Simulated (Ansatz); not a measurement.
Reaction (redistribution): `[SeH][SiH]1BC1` + `[F][Sn]([F])([F])[SiH3]` → `[F][Sn]([F])([F])[SeH]` + `[SiH3][SiH]1BC1`

Calculated with Ansatz (gas phase, PBE0-D4/def2-TZVP geometries, no zero-point term in ΔE). CCSD(T)/CBS is the MP2 limit (def2-TZVPP, def2-QZVPP) plus CCSD(T) − MP2 in def2-TZVPP, frozen cores. Functionals use def2-TZVPP. def2 core potentials past Kr. For Se, Sn outer-core shells are correlated without core-valence functions, which leaves a few kJ/mol of doubt a bond. Scalar relativity is left out up to krypton. Each species was taken in one conformer, which may not be the lowest.

`[SeH][SiH]1BC1`:

Cartesian coordinates in Å:
```
Se 0.384 -2.337 1.130
Si 0.564 -0.489 -0.171
B -0.819 0.190 -1.259
C -0.623 1.234 -0.233
H 1.549 -1.973 1.947
H 1.882 0.133 0.081
H -1.810 -0.222 -1.765
H 0.325 1.717 0.017
H -1.452 1.748 0.252
```

`[F][Sn]([F])([F])[SiH3]`:

Cartesian coordinates in Å:
```
F -1.384 -1.428 1.672
Sn -0.651 -0.931 -0.011
F 0.230 -2.514 -0.594
F -2.176 -0.832 -1.144
Si 0.815 1.169 0.017
H 1.937 0.885 0.938
H 1.271 1.377 -1.376
H -0.042 2.275 0.498
```

`[F][Sn]([F])([F])[SeH]`:

```xyz
6

F    -1.607    1.222   -0.208
Sn    0.059    0.339   -0.367
F     0.508    0.392   -2.203
F     1.259    1.520    0.497
Se    0.090   -1.985    0.477
H    -0.309   -1.487    1.803
```

`[SiH3][SiH]1BC1`:

Cartesian coordinates in Å:
```
Si 0.863 -0.495 1.674
Si 0.233 -0.680 -0.553
B 0.010 0.715 -1.847
C -1.076 0.853 -0.837
H 0.922 0.952 2.015
H 2.202 -1.105 1.887
H -0.109 -1.167 2.578
H -0.073 -2.079 -0.967
H 0.052 0.854 -3.025
H -0.897 1.204 0.181
H -2.127 0.950 -1.105
```

```json
{"level": "r2SCANh-D4", "ΔE (kcal/mol)": "8.0"}
{"level": "r2SCANh", "ΔE (kcal/mol)": "8.1"}
{"level": "CAM-B3LYP", "ΔE (kcal/mol)": "8.9"}
{"level": "HF/def2-TZVPP", "ΔE (kcal/mol)": "6.6"}
```

(1) What does CCSD(T)/CBS give? (An estimate is asked.)

Largest T1 diagnostic among the species: 0.015.

## Answers

(1) Computed: +7.9 kcal/mol. The listed levels differ from it by 0.1, 0.2, 1.0, -1.3 kcal/mol.

In def2-TZVPP, CCSD(T) changes the Hartree–Fock value by +1.3 kcal/mol (the triples alone add +0.0 kcal/mol) and MP2 by +2.8 kcal/mol. Leaving LDA and LC-ωPBE aside and taking each functional with its dispersion term where it has one, the values, not all of them listed here, spread over 3.2 kcal/mol, from B97M-V to BLYP-D4.
